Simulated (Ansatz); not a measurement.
One change: `ClC1=C(Br)C1` becomes `CC1=C(Cl)C1`.

Ansatz, PBE0-D4/def2-TZVP geometries, multiplicity 1. 

Scalar relativity is left out up to krypton.

| property | `ClC1=C(Br)C1` |
| --- | --- |
| size of the dipole moment (PBE/def2-TZVPP) / D | 0.53 |
| HOMO–LUMO gap (PBE0/def2-TZVPP) / eV | 6.78 |
| size of the dipole moment (ωB97M-V/def2-TZVPP) / D | 0.56 |
| LUMO energy (PBE0/def2-TZVPP) / eV | -0.27 |
| HOMO–LUMO gap (ωB97M-V/def2-TZVPP) / eV | 11.04 |
| LUMO energy (PBE/def2-TZVPP) / eV | -1.24 |

Q: What does the change do to each property? (Estimate.)

A: Ansatz gave: 
```csv
property,`CC1=C(Cl)C1`,shift
size of the dipole moment (PBE/def2-TZVPP) / D,1.64,1.11
HOMO–LUMO gap (PBE0/def2-TZVPP) / eV,7.16,0.38
size of the dipole moment (ωB97M-V/def2-TZVPP) / D,1.67,1.11
LUMO energy (PBE0/def2-TZVPP) / eV,0.37,0.64
HOMO–LUMO gap (ωB97M-V/def2-TZVPP) / eV,11.47,0.43
LUMO energy (PBE/def2-TZVPP) / eV,-0.66,0.58
```

With PBE0 the HOMO rises by 0.26 eV and the LUMO rises by 0.64 eV, so the gap widens by about 0.38 eV. PBE moves the HOMO by 0.27 eV and ωB97M-V by 0.21 eV. Dipoles are sizes alone; their direction can turn.

Spin–orbit coupling is left out; it splits and shifts lone-pair levels of the heavy atoms by tenths of an eV.
